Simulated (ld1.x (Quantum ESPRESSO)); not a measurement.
selenium (Se): one change to a TM potential, before and after

Se (Z = 34), norm-conserving Troullier–Martins (Kleinman–Bylander form), made with ld1.x (Quantum ESPRESSO) 7.5 (BP86, scalar-relativistic). Core [Ar], reference 3d10 4s1 4p5. Waves: 4s (bound): rc 1.15 bohr; 3d (bound): rc 1.20 bohr; 4p (bound): rc 1.25 bohr. Local part: the p channel. Core correction: none.

Change: all radii scaled by about 1.28 (s 1.48, p 1.60, d 1.54 bohr).

Cutoffs: the cutoffs (Ry, on a coarse ladder) from which the occupation-weighted sum of valence levels, in a spherical-Bessel basis at the reference potential, stays within 10 and 1 mRy of its value at 400 Ry; they do not see the model core or the augmentation charge, which bear on the density cutoff. Errors are all-electron minus pseudo energies relative to the spin-unpolarised reference configuration.

Q: How do hardness, ghosts and transferability respond?

A: Of the 7 tests that both files solve, the error grows in 2 and shrinks in 5 by more than 15 % and 0.3 meV (median size 4.7 → 3.6 meV); neither file shows a bound ghost.

| quantity | base | changed |
| --- | --- | --- |
| cutoff, loose | 230 Ry | 200 Ry |
| cutoff, tight | over 300 Ry | 260 Ry |
| loose cutoff by channel (10 mRy a level) | s 55 Ry, d 180 Ry, p 60 Ry | s 21 Ry, d 140 Ry, p 15 Ry |
| bound ghosts | none | none |
| error for 3d10 4s2 4p4, meV [ΔE -10.91 eV] | +3.0 | 0.0 |
| error for 3d10 4s2 4p3, meV [ΔE 0.06 eV] | +0.2 | -2.6 |
| error for 3d10 4s2 4p2, meV [ΔE 20.54 eV] | +4.7 | -3.6 |
| error for 3d9 4s2 4p5, meV [ΔE 40.80 eV] | -303 | +27 |
| error for 3d10 4s2 4p1, meV [ΔE 51.58 eV] | +15 | -4.1 |
| error for 3d10 4s2 4p3.5, meV [ΔE -6.54 eV] | +1.0 | -1.4 |
| error for 3d9 4s2 4p4, meV [ΔE 53.32 eV] | -219 | +83 |
